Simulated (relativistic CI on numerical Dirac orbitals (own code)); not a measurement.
## W5+: 4d photoemission

Computed with this model: Dirac-Coulomb-Breit CI, separate exchange-only KLI orbitals for each configuration, model QED (radiative potential, 1s self-energy scaled to tabulated hydrogen-like ionisation energies), valence Slater integrals scaled by 0.8, multiplet model of photoemission in the sudden approximation; configurations [Xe] 4f14 5d → [Kr] 4d9 4f14 5s2 5p6 5d; 300 K; Lorentzian 4.9 eV and Gaussian 0.6 eV FWHM. Energies are those of the free ion, without screening or charge transfer. The energies are binding energies and can lie tens of eV above those of solids. S is read from ⟨S²⟩ = S(S + 1).

free ion: ground-state S = 0.50, centroid 323.23 eV. Peaks (eV, height): 318.2 (100), 330.6 (66).

Strongest unbroadened transitions for free ion:

```
Energy (eV)  Relative strength
     317.31               30.6
     317.95              100.0
     318.19               53.7
     318.56               77.1
     318.92                3.1
     319.63                1.5
     319.66                2.5
     319.86                1.1
     322.24                1.0
     330.35               30.7
     330.41               77.7
     331.20               55.5
     331.35                3.0
     331.72                0.0
     331.99                0.7
     332.31                1.0
     334.35               10.2
```
